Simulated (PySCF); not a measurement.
H₃InO₃, singlet, geometry from GFN2-xTB (such geometries of metal compounds can be far from the true shape) (all electrons, no relativity); CASSCF(6,4)/STO-3G in PySCF.

The PySCF input:
```python
from pyscf import gto, scf, mcscf
import numpy

mol = gto.M(
    atom='''
In    0.02856499   -0.03081763    0.02175686
O     1.70889682   -0.26937429   -0.90875246
H     1.77048519    0.26298621   -1.70258757
O    -0.51275075   -0.90032752    1.65024260
H    -1.39190852   -0.58415425    1.86841436
O    -1.29019838    1.19494504   -0.70610210
H    -1.02584256    1.62928589   -1.51501751
''',
    basis='sto-3g',
    verbose=4,
)

mf = scf.RHF(mol)
mf.kernel()
mc = mcscf.CASSCF(mf, 4, 6)
mc.fix_spin_(ss=0.0)
mc.kernel()
occ = numpy.linalg.eigvalsh(mc.fcisolver.make_rdm1(mc.ci, mc.ncas, mc.nelecas))[::-1]
ss = mc.fcisolver.spin_square(mc.ci, mc.ncas, mc.nelecas)[0]
print('natural occupations', occ.round(4), ' <S^2>', round(ss, 4))
```

Output, abridged:

```
PySCF version 2.14.0

[INPUT] verbose = 4
[INPUT] num. atoms = 7
[INPUT] num. electrons = 76
[INPUT] charge = 0
[INPUT] spin (= nelec alpha-beta = 2S) = 0
[INPUT] symmetry False subgroup None
[INPUT] Mole.unit = angstrom
[INPUT] Symbol           X                Y                Z      unit          X                Y                Z       unit  Magmom
[...]
nuclear repulsion = 404.512137275589
number of shells = 23
number of NR pGTOs = 135
number of NR cGTOs = 45
basis = sto-3g
ecp = {}

******** <class 'pyscf.scf.hf.RHF'> ********
method = RHF
initial guess = minao
damping factor = 0
level_shift factor = 0
DIIS = <class 'pyscf.scf.diis.CDIIS'>
diis_start_cycle = 1
diis_space = 8
diis_damp = 0
SCF conv_tol = 1e-09
SCF conv_tol_grad = None
SCF max_cycles = 50
direct_scf = True
direct_scf_tol = 1e-13
Set gradient conv threshold to 3.16228e-05
Initial guess from minao.
init E= -5890.7277582078
[...]
cycle= 1 E= -5905.96772582306  delta_E= -15.2  |g|=  0.7  |ddm|= 3.34
[...]
cycle= 2 E= -5906.14686275771  delta_E= -0.179  |g|= 0.153  |ddm|= 1.17
[...]
cycle= 3 E= -5906.15788960741  delta_E= -0.011  |g|= 0.0376  |ddm|= 0.292
[...]
cycle= 4 E= -5906.15855193234  delta_E= -0.000662  |g|= 0.00487  |ddm|= 0.0718
[...]
cycle= 5 E= -5906.15856479557  delta_E= -1.29e-05  |g|= 0.00129  |ddm|= 0.0113
[...]
cycle= 6 E= -5906.15856553865  delta_E= -7.43e-07  |g|= 0.000232  |ddm|= 0.00225
[...]
cycle= 7 E= -5906.15856558364  delta_E= -4.5e-08  |g|= 4.99e-05  |ddm|= 0.000684
[...]
cycle= 8 E= -5906.15856558615  delta_E= -2.52e-09  |g|= 1.62e-05  |ddm|= 0.00017
[...]
cycle= 9 E= -5906.15856558636  delta_E= -2.05e-10  |g|= 5.34e-06  |ddm|= 4.94e-05
[...]
Extra cycle  E= -5906.15856558644  delta_E= -7.82e-11  |g|= 2.71e-06  |ddm|= 1.5e-05
converged SCF energy = -5906.15856558644

******** <class 'pyscf.mcscf.mc1step.CASSCF'> ********
CAS (3e+3e, 4o), ncore = 35, nvir = 6
max_cycle_macro = 50
max_cycle_micro = 4
conv_tol = 1e-07
conv_tol_grad = None
orbital rotation max_stepsize = 0.02
orbital rotation threshold for CI restart = 0.01
augmented hessian ah_max_cycle = 30
augmented hessian ah_conv_tol = 1e-12
augmented hessian ah_linear dependence = 1e-14
augmented hessian ah_level shift = 1e-08
augmented hessian ah_start_tol = 2.5
augmented hessian ah_start_cycle = 3
augmented hessian ah_grad_trust_region = 3
kf_trust_region = 3
kf_interval = 4
ci_response_space = 4
ci_grad_trust_region = 3
with_dep4 0
natorb = False
canonicalization = True
sorting_mo_energy = False
ao2mo_level = 2
internal_rotation = False
******** <class 'pyscf.fci.addons.SpinPenaltyFCISolver'> ********
max. cycles = 50
conv_tol = 1e-08
davidson only = True
linear dependence = 1e-12
level shift = 0.001
max iter space = 12
nroots = 1
pspace_size = 400
spin = None
CASCI E = -5906.16074555200  S^2 = 0.0000000
Set conv_tol_grad to 0.000316228
macro iter   1 ( 21 JK    4 micro), CASSCF E = -5906.16082970591  dE = -8.41539177e-05  S^2 = 0.0000000
               |grad[o]|=0.0103  |grad[c]|=0.00374  |ddm|=0.00209  |maxRot[o]|=0.0931
macro iter   2 ( 21 JK    4 micro), CASSCF E = -5906.16085381413  dE = -2.41082189e-05  S^2 = 0.0000000
               |grad[o]|=0.00696  |grad[c]|=0.00168  |ddm|=0.000811  |maxRot[o]|=  0.1
macro iter   3 ( 21 JK    4 micro), CASSCF E = -5906.16087264484  dE = -1.88307104e-05  S^2 = 0.0000000
               |grad[o]|=0.00482  |grad[c]|=0.00772  |ddm|=0.00122  |maxRot[o]|=0.149
macro iter   4 ( 21 JK    4 micro), CASSCF E = -5906.16087433900  dE = -1.69415580e-06  S^2 = 0.0000000
               |grad[o]|=0.00386  |grad[c]|=0.00152  |ddm|=0.00138  |maxRot[o]|=0.0476
macro iter   5 ( 21 JK    4 micro), CASSCF E = -5906.16087379047  dE =  5.48533535e-07  S^2 = 0.0000000
               |grad[o]|=0.00276  |grad[c]|=0.00539  |ddm|=0.00153  |maxRot[o]|=0.039
macro iter   6 ( 21 JK    4 micro), CASSCF E = -5906.16087893719  dE = -5.14671956e-06  S^2 = 0.0000000
               |grad[o]|=0.00212  |grad[c]|=0.000249  |ddm|=0.000299  |maxRot[o]|=0.0254
macro iter   7 ( 21 JK    4 micro), CASSCF E = -5906.16087737386  dE =  1.56332226e-06  S^2 = 0.0000000
               |grad[o]|=0.00193  |grad[c]|=0.00365  |ddm|=0.001  |maxRot[o]|=0.0475
macro iter   8 ( 24 JK    4 micro), CASSCF E = -5906.16088424577  dE = -6.87190732e-06  S^2 = 0.0000000
               |grad[o]|=0.00166  |grad[c]|=0.000259  |ddm|=0.000159  |maxRot[o]|=0.0455
macro iter   9 ( 21 JK    4 micro), CASSCF E = -5906.16088403569  dE =  2.10077815e-07  S^2 = 0.0000000
               |grad[o]|=0.00159  |grad[c]|=0.0014  |ddm|=0.000517  |maxRot[o]|=0.0142
macro iter  10 ( 25 JK    4 micro), CASSCF E = -5906.16089204351  dE = -8.00781527e-06  S^2 = 0.0000000
               |grad[o]|=0.00149  |grad[c]|=0.00018  |ddm|=6.5e-05  |maxRot[o]|=0.0275
macro iter  11 ( 21 JK    4 micro), CASSCF E = -5906.16089456248  dE = -2.51897563e-06  S^2 = 0.0000000
               |grad[o]|=0.00142  |grad[c]|=0.000412  |ddm|=0.000222  |maxRot[o]|=0.0179
macro iter  12 ( 21 JK    4 micro), CASSCF E = -5906.16088315426  dE =  1.14082222e-05  S^2 = 0.0000000
               |grad[o]|=0.00132  |grad[c]|=0.00402  |ddm|=0.000966  |maxRot[o]|=0.0493
macro iter  13 ( 22 JK    4 micro), CASSCF E = -5906.16089133653  dE = -8.18226818e-06  S^2 = 0.0000000
               |grad[o]|=0.00115  |grad[c]|=0.000285  |ddm|=4.14e-05  |maxRot[o]|=0.0332
macro iter  14 ( 21 JK    4 micro), CASSCF E = -5906.16089110915  dE =  2.27375494e-07  S^2 = 0.0000000
               |grad[o]|=0.0011  |grad[c]|=0.000874  |ddm|=0.00113  |maxRot[o]|=0.0122
macro iter  15 ( 25 JK    4 micro), CASSCF E = -5906.16089897528  dE = -7.86612600e-06  S^2 = 0.0000000
               |grad[o]|=0.00106  |grad[c]|=0.000206  |ddm|=0.00011  |maxRot[o]|=0.0218
macro iter  16 ( 21 JK    4 micro), CASSCF E = -5906.16090543682  dE = -6.46153512e-06  S^2 = 0.0000000
               |grad[o]|=0.00104  |grad[c]|=0.000938  |ddm|=0.000218  |maxRot[o]|=0.0161
[...]
               |grad[o]|=0.00491  |grad[c]|=0.00586  |ddm|=0.0205  |maxRot[o]|=0.146
macro iter  22 ( 21 JK    4 micro), CASSCF E = -5906.16512091236  dE = -2.70728756e-03  S^2 = 0.0000000
               |grad[o]|=0.00847  |grad[c]|=0.0331  |ddm|=0.0206  |maxRot[o]|= 0.21
macro iter  23 ( 12 JK    3 micro), CASSCF E = -5906.16710548266  dE = -1.98457030e-03  S^2 = 0.0000000
               |grad[o]|=0.0166  |grad[c]|=0.0138  |ddm|=0.00941  |maxRot[o]|=0.114
macro iter  24 ( 12 JK    3 micro), CASSCF E = -5906.16878546034  dE = -1.67997767e-03  S^2 = 0.0000000
               |grad[o]|=0.0171  |grad[c]|=0.0073  |ddm|=0.00385  |maxRot[o]|=0.105
macro iter  25 ( 12 JK    3 micro), CASSCF E = -5906.16985772560  dE = -1.07226526e-03  S^2 = 0.0000000
               |grad[o]|=0.0154  |grad[c]|=0.00325  |ddm|=0.00435  |maxRot[o]|=0.0897
macro iter  26 ( 21 JK    4 micro), CASSCF E = -5906.17035709845  dE = -4.99372852e-04  S^2 = 0.0000000
               |grad[o]|=0.0129  |grad[c]|=0.0155  |ddm|=0.00212  |maxRot[o]|=0.202
macro iter  27 ( 21 JK    4 micro), CASSCF E = -5906.17054597929  dE = -1.88880845e-04  S^2 = 0.0000000
               |grad[o]|=0.0117  |grad[c]|=0.0367  |ddm|=0.00437  |maxRot[o]|=0.205
macro iter  28 ( 21 JK    4 micro), CASSCF E = -5906.17131959601  dE = -7.73616711e-04  S^2 = 0.0000000
               |grad[o]|=0.0188  |grad[c]|=0.0176  |ddm|=0.00272  |maxRot[o]|=0.131
macro iter  29 ( 12 JK    3 micro), CASSCF E = -5906.17146418880  dE = -1.44592792e-04  S^2 = 0.0000000
               |grad[o]|=0.0201  |grad[c]|=0.0811  |ddm|=0.00222  |maxRot[o]|=0.0751
macro iter  30 ( 12 JK    3 micro), CASSCF E = -5906.17153333091  dE = -6.91421155e-05  S^2 = 0.0000000
               |grad[o]|=0.0162  |grad[c]|=0.0359  |ddm|=0.000667  |maxRot[o]|=0.064
macro iter  31 ( 17 JK    4 micro), CASSCF E = -5906.17161591273  dE = -8.25818133e-05  S^2 = 0.0000000
               |grad[o]|=0.0133  |grad[c]|=0.0635  |ddm|=0.00113  |maxRot[o]|= 0.13
macro iter  32 ( 17 JK    4 micro), CASSCF E = -5906.17167513727  dE = -5.92245478e-05  S^2 = 0.0000000
               |grad[o]|=0.0111  |grad[c]|=0.0205  |ddm|=0.00123  |maxRot[o]|=0.0884
macro iter  33 ( 21 JK    4 micro), CASSCF E = -5906.17178563685  dE = -1.10499578e-04  S^2 = 0.0000000
               |grad[o]|=0.00982  |grad[c]|=0.00634  |ddm|=0.00116  |maxRot[o]|=0.141
macro iter  34 ( 17 JK    4 micro), CASSCF E = -5906.17188748102  dE = -1.01844169e-04  S^2 = 0.0000000
               |grad[o]|=0.00879  |grad[c]|=0.0201  |ddm|=0.000723  |maxRot[o]|=0.103
macro iter  35 ( 21 JK    4 micro), CASSCF E = -5906.17208900529  dE = -2.01524273e-04  S^2 = 0.0000000
               |grad[o]|=0.00807  |grad[c]|=0.0179  |ddm|=0.00134  |maxRot[o]|=0.0955
macro iter  36 ( 21 JK    4 micro), CASSCF E = -5906.17220530757  dE = -1.16302273e-04  S^2 = 0.0000000
               |grad[o]|=0.00541  |grad[c]|=0.015  |ddm|=0.00228  |maxRot[o]|= 0.12
macro iter  37 ( 17 JK    4 micro), CASSCF E = -5906.17227453175  dE = -6.92241802e-05  S^2 = 0.0000000
               |grad[o]|=0.00468  |grad[c]|=0.0771  |ddm|=0.000378  |maxRot[o]|=0.0648
macro iter  38 (  7 JK    2 micro), CASSCF E = -5906.17232532041  dE = -5.07886598e-05  S^2 = 0.0000000
               |grad[o]|=0.00349  |grad[c]|=0.00855  |ddm|=0.00114  |maxRot[o]|=0.0698
macro iter  39 ( 17 JK    4 micro), CASSCF E = -5906.17235284214  dE = -2.75217290e-05  S^2 = 0.0000000
               |grad[o]|=0.00295  |grad[c]|=0.0143  |ddm|=0.00112  |maxRot[o]|=0.159
macro iter  40 ( 20 JK    4 micro), CASSCF E = -5906.17235793066  dE = -5.08852008e-06  S^2 = 0.0000000
               |grad[o]|=0.00696  |grad[c]|=0.00582  |ddm|=0.000192  |maxRot[o]|=0.0963
macro iter  41 (  7 JK    2 micro), CASSCF E = -5906.17237558302  dE = -1.76523636e-05  S^2 = 0.0000000
               |grad[o]|=0.00165  |grad[c]|=0.00826  |ddm|=0.000843  |maxRot[o]|=0.0698
macro iter  42 (  7 JK    2 micro), CASSCF E = -5906.17238181387  dE = -6.23084907e-06  S^2 = 0.0000000
               |grad[o]|=0.00103  |grad[c]|=0.00704  |ddm|=0.000642  |maxRot[o]|=0.0646
macro iter  43 ( 10 JK    2 micro), CASSCF E = -5906.17238102830  dE =  7.85572411e-07  S^2 = 0.0000000
               |grad[o]|=0.000387  |grad[c]|=0.00079  |ddm|=6.56e-05  |maxRot[o]|=0.027
macro iter  44 ( 21 JK    4 micro), CASSCF E = -5906.17238178268  dE = -7.54381290e-07  S^2 = 0.0000000
               |grad[o]|=0.000824  |grad[c]|=0.0017  |ddm|=7.93e-05  |maxRot[o]|=0.0245
macro iter  45 ( 12 JK    3 micro), CASSCF E = -5906.17238150255  dE =  2.80125278e-07  S^2 = 0.0000000
               |grad[o]|=0.000369  |grad[c]|=0.00266  |ddm|=0.000548  |maxRot[o]|=0.0414
macro iter  46 ( 21 JK    4 micro), CASSCF E = -5906.17238204381  dE = -5.41255758e-07  S^2 = 0.0000000
               |grad[o]|=0.000553  |grad[c]|=0.000548  |ddm|=8.36e-06  |maxRot[o]|=0.028
macro iter  47 ( 12 JK    3 micro), CASSCF E = -5906.17238213065  dE = -8.68440111e-08  S^2 = 0.0000000
               |grad[o]|=0.000436  |grad[c]|=0.00287  |ddm|=8.78e-05  |maxRot[o]|=0.0309
macro iter  48 ( 22 JK    4 micro), CASSCF E = -5906.17238232894  dE = -1.98285306e-07  S^2 = 0.0000000
               |grad[o]|=0.000361  |grad[c]|=0.000208  |ddm|=5.11e-05  |maxRot[o]|=0.00676
macro iter  49 (  7 JK    2 micro), CASSCF E = -5906.17238247455  dE = -1.45615559e-07  S^2 = 0.0000000
               |grad[o]|=0.000217  |grad[c]|=0.00199  |ddm|=6.41e-06  |maxRot[o]|=0.0244
macro iter  50 (  7 JK    2 micro), CASSCF E = -5906.17238272344  dE = -2.48886863e-07  S^2 = 0.0000000
               |grad[o]|=0.000196  |grad[c]|=0.00457  |ddm|=1.22e-05  |maxRot[o]|=0.0413
1-step CASSCF not converged,  50 macro (876 JK 179 micro) steps
CASSCF canonicalization
Density matrix diagonal elements [1.99916649 1.9844543  1.98805787 0.02832134]
CASSCF energy = -5906.17238272344
CASCI E = -5906.17238272344  E(CI) = -52.6915643905959  S^2 = 0.0000000
natural occupations [2.     1.9992 1.9748 0.026 ]  <S^2> 0.0
```

The run did not converge; its last values are not results.
